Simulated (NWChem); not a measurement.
# C$_{2}$H$_{5}$NOSi; SMILES C1=NCO[SiH2]1

```xyz
10

C      1.2825    -0.3356     0.0000
N      0.5849    -1.4038     0.0000
C     -0.8362    -1.1812     0.0000
O     -1.1920     0.1809     0.0000
Si     0.1516     1.1842     0.0000
H      2.3779    -0.4258     0.0000
H     -1.2601    -1.6811     0.8903
H     -1.2601    -1.6811    -0.8903
H      0.2261     2.0486    -1.2137
H      0.2261     2.0486     1.2137
```
Atoms are numbered in this order, from 1.

Level: PBE0/def2-SVP (NWChem), optimised geometry, unscaled harmonic frequencies. 

```
frequency (cm⁻¹)  IR intensity (km/mol)
----------------  ---------------------
176                                 4.0
374                                17.9
511                                26.2
592                                 8.5
675                                47.1
678                                 0.2
733                                26.5
814                                34.4
881                                69.9
883                                19.1
996                               156.9
1000                               36.6
1080                                8.3
1110                              207.7
1245                                1.2
1302                               10.9
1365                               10.9
1466                                6.7
1695                                6.7
2241                              145.4
2245                              111.2
3046                               40.1
3092                               15.6
3156                               13.4
```

```json
{
 "zero_point_energy": "44.8 kcal/mol",
 "thermal correction to the enthalpy at 298.15 K (with zero-point energy)": "48.4 kcal/mol",
 "heat capacity Cv": "17.7 cal/(mol K)",
 "entropy at 298.15 K and 1 atm (symmetry number 1)": "71.2 cal/(mol K)",
 "dipole_moment": "0.95 D"
}
```

Rigid rotor and harmonic oscillator.
